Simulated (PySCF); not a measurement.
(Z)-1-chlorobut-1-ene (C₄H₇Cl), SMILES C(/C=C\Cl)C.

The structure is a stationary point at PBE-D3(BJ)/def2-SVP. One conformer was computed; it need not be the lowest.

Level of theory: B3LYP/def2-TZVP in PySCF.

Gas-phase values at a fixed geometry.

- total energy: -616.91111 hartree
- highest occupied level: -6.91 eV
- lowest empty level: -0.31 eV
- orbital gap: 6.60 eV
- dipole moment: 1.56 D
- quadrupole, principal values (traceless, Buckingham form, about the centre of nuclear charge): -3.24, -0.55, 3.79 D·Å
- mean static polarisability: 63.1 bohr³ (9.35 Å³)
- polarisability, principal values: 47.2, 59.0, 83.0 bohr³
